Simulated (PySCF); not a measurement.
## Molecular orbitals of SiBr

HSE06 at R = 2.262 Å; Si pcseg-1, Br pcseg-1; no relativity (PySCF 2.14). State: ²Π (doublet), unpaired electrons π ↑. Only the outer orbitals are listed, counted within each symmetry.

| spin | orbital | occ. | ε (eV) | on Si (%) | main shells (%) |
| --- | --- | --- | --- | --- | --- |
| α | 10σ | 1 | -21.42 | 6 | 93 Br s |
| α | 11σ | 1 | -13.12 | 64 | 63 Si s, 29 Br p |
| α | 5π | 1 | -8.83 | 13 | 87 Br p, 12 Si p |
| α | 5π | 1 | -8.76 | 9 | 90 Br p, 9 Si p |
| α | 12σ | 1 | -8.63 | 54 | 46 Br p, 30 Si s, 22 Si p |
| α | 6π | 1 | -4.93 | 87 | 86 Si p, 13 Br p |
| α | 6π | 0 | -3.64 | 90 | 90 Si p, 9 Br p |
| α | 13σ | 0 | -0.77 | 89 | 84 Si p, 15 Br p |
| α | 14σ | 0 | 3.23 | 92 | 54 Si s, 37 Si p, 15 Br d |
| β | 10σ | 1 | -21.33 | 5 | 94 Br s |
| β | 11σ | 1 | -12.47 | 55 | 53 Si s, 38 Br p |
| β | 5π | 1 | -8.73 | 8 | 92 Br p |
| β | 5π | 1 | -8.47 | 6 | 94 Br p |
| β | 12σ | 1 | -8.20 | 62 | 38 Si s, 38 Br p, 23 Si p |
| β | 6π | 0 | -3.30 | 91 | 91 Si p |
| β | 6π | 0 | -2.39 | 93 | 93 Si p |
| β | 13σ | 0 | -0.45 | 89 | 83 Si p, 14 Br p |

Problem. Which are the highest filled and the lowest empty level, where do they sit, and how wide is the gap?

Solution. Highest filled α 6π at -4.93 eV (in %: 86 Si p, 13 Br p); lowest empty α 6π at -3.64 eV (in %: 90 Si p, 9 Br p); the gap at HSE06 is 1.29 eV. Both belong to one degenerate shell, split only by its one-sided filling, so this is no excitation gap.

```
bond order (Mayer)                               : 1.13
⟨S²⟩                                             : 0.754
charge on Si (Mulliken, basis-dependent)         : 0.31
charge on Si (Löwdin, basis-dependent)           : 0.11
dipole moment (positive dipole means Si(−)Br(+)) : -0.98 D
```

Spin–orbit coupling is left out. The state was picked by a PBE0 search and need not be the measured ground state.
